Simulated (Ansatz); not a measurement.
`OB(F)C1=CO1`, charge 0, multiplicity 1.

(1) Give a relaxed structure at PBE0-D4/def2-TZVP (the Gaussian-basis code of Ansatz). (An estimate is asked.)

Answers

(1) Computed: 
```xyz
8

O    -1.801   -0.692    0.460
B    -0.448   -0.745    0.420
F     0.215   -1.779    0.939
C     0.304    0.389   -0.224
C     0.978    1.352   -0.771
O     2.011    0.625   -0.436
H    -2.191   -1.459    0.890
H     0.932    2.309   -1.278
```
Point group Cs.
